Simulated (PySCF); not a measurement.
Si(Br)2, SMILES Br[Si]Br, singlet (PBE0/def2-SVP optimised geometry):

```
3

Si    -0.889    -1.102     0.000
Br    -1.367     1.102     0.000
Br     1.367    -1.102     0.000
```

Method: PBE0/def2-TZVP (PySCF 2.14.0).

What are the frontier orbital energies and the dipole moment?

HOMO-2 -8.89 eV, HOMO-1 -8.46 eV, HOMO -7.55 eV, LUMO -3.10 eV, LUMO+1 -0.43 eV; dipole moment 0.89 D.

On the same geometry PBE/def2-TZVP (PySCF) gives HOMO-2 -7.67 eV, HOMO-1 -7.21 eV, HOMO -6.50 eV, LUMO -3.81 eV, LUMO+1 -1.25 eV; dipole moment 0.75 D.

Meta-Löwdin charges at PBE0/def2-TZVP: Si1 0.42, Br2 -0.21, Br3 -0.21.
